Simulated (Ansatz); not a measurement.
Molecule: CsO, net charge 0, doublet state. 
Structure (B3LYP-D3(BJ)/def2-TZVP (Ansatz, a quantum-chemistry and plane-wave program) minimum search):
SMILES: [O][Cs]
```xyz
2

Cs     0.0000     0.0000    -0.3020
O      0.0000     0.0000     2.0766
```
Charge 0, spin multiplicity 2.

Basis-set convergence of Hartree-Fock and CCSD correlation energies (hartree) with Ansatz. Cores are frozen in the correlated levels unless marked. Open shells are spin-unrestricted. No spin-orbit coupling. Frozen are the shells of the preceding noble gas and the d and f shells that filled before the atom's block. The outer core of K, Ca and their heavier congeners is not correlated, a term that matters for these elements. In def2 rows, elements after Kr have scalar-relativistic effective core potentials.

```csv
basis,functions,E(HF),"E(corr, CCSD)"
def2-SVPD,50,-94.61921,-0.17601
def2-TZVPPD,79,-94.71355,-0.21690
def2-QZVPPD,128,-94.71754,-0.23249
```

Extrapolating the two largest sets (X = 3 and 4) as X^-3: E(corr) = (64·(-0.23249) - 27·(-0.21690))/37 = -0.2439 Eh, an estimate of the basis-set limit. The largest set recovers 95.3 % of it, the smallest 72.2 %.
